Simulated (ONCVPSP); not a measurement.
**gold (Au), ONCV: configuration errors across variants**

ONCVPSP 4.0.1 input, shortened (lines: element, Z, core and valence counts, functional; n l f; lmax; l rc ep ncon nbas qcut; lloc lpopt rc5 dvloc0; l nproj debl; icmod fcfact rcfact), PBE, fully relativistic:

```
  Au 79.00   10    3        4      upf
    1    0    2.00
    2    0    2.00
    2    1    6.00
    3    0    2.00
    3    1    6.00
    3    2   10.00
    4    0    2.00
    4    1    6.00
    4    2   10.00
    4    3   14.00
    5    0    2.00
    5    1    6.00
    5    2   10.00
    2
    0    1.05    0.00    4    8    6.40
    1    1.65    0.00    4    8    8.10
    2    2.10    0.00    5    9    6.10
    4    5    0.85   -1.00
    0    2    1.50
    1    2    4.00
    2    2    3.80
    2    0.60    1.10
```

Open shells are filled in proportion to 2j + 1.

In the s channel the program set the typed energies aside and used -4.285, 0.250 Ha.

All-electron excitation energies from the reference (eV): (1) 5s2 5p6 5d10 6s1 -9.427; (2) 5s2 5p6 5d9 21.229; (3) 5s2 5p6 5d8 55.106; (4) 5s2 5p6 5d10 6p1 -4.228.

3 further variants failed, have other tests or another functional or relativity, and are left out.

A true bound ghost makes a file unfit for plane-wave use even where its test errors are small: the radial tests pick states by their node count and pass the ghost by.

Errors AE − PS in meV (a dash: test not solved or not reliable):

```tsv
change	(1)	(2)	(3)	(4)	bound ghosts	GHOST(+) flags above zero
base	+0.3	+2.6	+18	+1.1	d5/2, s	p3/2, p1/2, d3/2
p: rc 1.96	+0.4	+2.8	+19	+2.9	d5/2, s	p3/2, d3/2
local potential polynomial inside 0.70 bohr (lpopt 5, dvloc0 0 Ha)	+0.5	+2.7	+20	–	s, d5/2, p3/2	p1/2, d3/2
core correction Teter function fitted to the true core (icmod 2), fcfact 0.44	+0.3	+2.6	+18	+1.1	d5/2, s	p3/2, p1/2, d3/2
s: rc 1.5	-0.8	+2.7	+18	+1.2	d5/2, s	p3/2, p1/2, d3/2
all radii but the core radius scaled by about 1.22 (s 1.28, p 2.00, d 2.56 bohr); local potential polynomial inside 1.04 bohr (lpopt 5, dvloc0 -1 Ha)	+0.3	+13	+85	+2.7	none	s
p: nproj 1	+0.3	+3.1	+22	–	d5/2, s, p3/2	d3/2
```

(1) Give the same row for: d: ncon 3, nbas 7.

Answers

(1) +1.0, +6.6, +49, +1.3; bound ghosts: s; GHOST(+) flags above zero: p3/2, d5/2, p1/2, d3/2.
